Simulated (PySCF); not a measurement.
## Working with the constants of BPt

PBE constants of BPt, doublet, unpaired electrons σ ↑, a mixture of terms (⟨Lz²⟩ = 2.3) (PySCF, spin-free X2C with a Gaussian nucleus, basis sets B x2c-TZVPPall, Pt x2c-TZVPPall; masses 11.0093 and 194.9648 u):

| Quantity | Value |
| --- | --- |
| ωe | 924.5 cm⁻¹ |
| ωexe | 4.91 cm⁻¹ |
| Be | 0.52584 cm⁻¹ |
| αe | 0.00368 cm⁻¹ |
| D (centrifugal) | 6.81e-07 cm⁻¹ |
| De to B + Pt (5d9 6s1) | 6.33 eV |

Give the vibrational terms G(v) and spacings up to v = 6.

G(v) = ωe(v+½) − ωexe(v+½)².

```tsv
v	G(v) (cm⁻¹)	G(v) − G(v−1)	Bv (cm⁻¹)
0	461.0		0.5240
1	1375.7	914.7	0.5203
2	2280.6	904.9	0.5166
3	3175.6	895.0	0.5130
4	4060.8	885.2	0.5093
5	4936.2	875.4	0.5056
6	5801.8	865.6	0.5019
```

How well does the Morse estimate ωe²/(4ωexe) reproduce De, and what is D0?

It gives 5.40 eV, 85 % of the computed De. D0 = De − G(0) = 6.33 − 0.06 = 6.27 eV.

The metal atom is held in its measured ground configuration; semilocal functionals can put another filling of s and d lower by some tenths of an eV, and De to that atom would be smaller. Spin–orbit coupling is left out, which matters for elements this heavy, above all for dissociation energies. The state is the lowest single determinant that the PBE0 search found; with open d or f shells the true ground state can be another one.
